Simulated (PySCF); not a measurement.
**Distorted geometries of [Bi(SH)4]+**

[Bi(SH)4]+ (singlet). PySCF 2.14.0, RKS PBE, Bi def2-SVP with ECP60, S def2-SVP, H def2-SVP; non-relativistic Hamiltonian with scalar-relativistic core potentials where named; density fitting; no spin-orbit coupling. Relaxed geometry:

```xyz
9

Bi    0.0000    0.0000    0.0000
S     1.4617    1.5837    1.3151
H     2.4445    0.6423    1.4648
S    -1.4617   -1.5837    1.3151
H    -2.4445   -0.6423    1.4648
S     1.5837   -1.4617   -1.3150
H     0.6422   -2.4445   -1.4648
S    -1.5837    1.4617   -1.3150
H    -0.6422    2.4445   -1.4648
```

**Question.** Order these distorted geometries by energy above the relaxed one, lowest first.
A.
```xyz
9

Bi    0.1730    0.0114    0.0311
S     1.2730    1.5441    1.1156
H     2.5572    0.7616    1.5057
S    -1.4261   -1.7900    1.2031
H    -2.5282   -0.6088    1.4588
S     1.6618   -1.3743   -1.3029
H     0.5824   -2.4925   -1.3828
S    -1.4321    1.5299   -1.1781
H    -0.8611    2.4186   -1.4505
```
B.
```xyz
9

Bi   -0.0468   -0.1017    0.0761
S     1.5716    1.3484    1.3907
H     2.4637    0.6863    1.5818
S    -1.5190   -1.5597    1.3908
H    -2.4998   -0.6508    1.4744
S     1.5095   -1.5319   -1.3603
H     0.6816   -2.4612   -1.7724
S    -1.5198    1.6237   -1.3202
H    -0.6410    2.6468   -1.4608
```
C.
```xyz
9

Bi   -0.0476   -0.0158    0.0299
S     1.4447    1.5327    1.3127
H     2.4654    0.6341    1.4081
S    -1.4501   -1.5897    1.2916
H    -2.4248   -0.5520    1.4791
S     1.5650   -1.4764   -1.3171
H     0.6449   -2.4176   -1.5076
S    -1.5794    1.4544   -1.2911
H    -0.6179    2.4303   -1.4058
```

**Answer.** C (0.11 eV), B (1.42 eV), A (3.97 eV).

**Question.** Which forces (eV/Å) act in the one that lies 3.97 eV up?

**Answer.** 
```
Bi   -4.47  -4.75  -2.60
S     5.87   3.58   4.31
H    -2.26   1.29  -0.67
S    -1.64   3.26   0.11
H     2.18  -2.47  -0.49
S    -1.28  -2.66  -0.73
H     1.98   2.00   0.10
S    -8.52 -11.79   3.32
H     8.13  11.54  -3.35
```
Forces carry noise of the integration grid, about 0.01 to 0.03 eV/Å.

A frequency check found unstable modes (1, the lowest at -5 cm⁻¹), so the relaxed geometry is a saddle point, or these are noise.
